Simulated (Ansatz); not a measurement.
Relaxation of C$_{4}$H$_{7}$FTe (13 atoms, charge 0, multiplicity 1), to a largest force component of 0.015 eV/Å in at most 40 steps.

Method: RKS PBE-D4/def2-SVP in Ansatz.

```xyz
13
Properties=species:S:1:pos:R:3
C 0.191 -2.778 0.049
C 0.837 -1.801 -0.606
F 2.163 -1.873 -0.671
Te -0.075 -0.165 -1.549
C -0.142 -1.212 -3.395
C -0.752 -0.351 -4.516
H 0.679 -3.559 0.524
H -0.901 -2.659 0.079
H 0.884 -1.573 -3.743
H -0.765 -2.139 -3.269
H -0.094 0.534 -4.687
H -0.808 -0.957 -5.460
H -1.758 0.015 -4.245
```

Task: Where does it end, and by what steps?

Result: The run converged. After 24 steps the energy has fallen by 0.320 eV; H8 moved furthest, 0.95 Å.

```tsv
step	energy less start (eV)	largest force component (eV/Å)	accepted
0	0.0000	2.378	yes
1	-0.1895	0.615	yes
2	-0.2201	0.585	yes
3	-0.2177	0.659	no
4	-0.2615	0.267	yes
5	-0.2689	0.111	yes
6	-0.2782	0.182	yes
7	-0.2822	0.504	yes
8	-0.2955	0.294	yes
9	-0.3057	0.145	yes
10	-0.2725	1.108	no
11	-0.3121	0.096	yes
12	-0.3147	0.217	yes
13	-0.3161	0.110	yes
14	-0.3170	0.042	yes
15	-0.3180	0.049	yes
16	-0.3185	0.072	yes
17	-0.3190	0.076	yes
18	-0.3195	0.057	yes
19	-0.3129	0.287	no
20	-0.2858	0.478	no
21	-0.3198	0.030	yes
22	-0.3200	0.023	yes
23	-0.3201	0.021	yes
24	-0.3201	0.013	yes
```

```xyz
13
Properties=species:S:1:pos:R:3
C 0.362 -2.690 0.476
C 0.586 -2.021 -0.667
F 1.756 -2.155 -1.328
Te -0.747 -0.607 -1.554
C -0.308 -1.294 -3.598
C -0.594 -0.218 -4.634
H 1.157 -3.315 0.913
H -0.609 -2.618 0.982
H 0.764 -1.570 -3.558
H -0.907 -2.210 -3.765
H 0.012 0.694 -4.460
H -0.353 -0.594 -5.651
H -1.663 0.082 -4.644
```

Whether the end is a true minimum wasn't checked by a vibrational analysis.

The run took 61 s on 2 threads of Arm Neoverse V2, with other jobs on the host, peak memory 0.18 GiB.
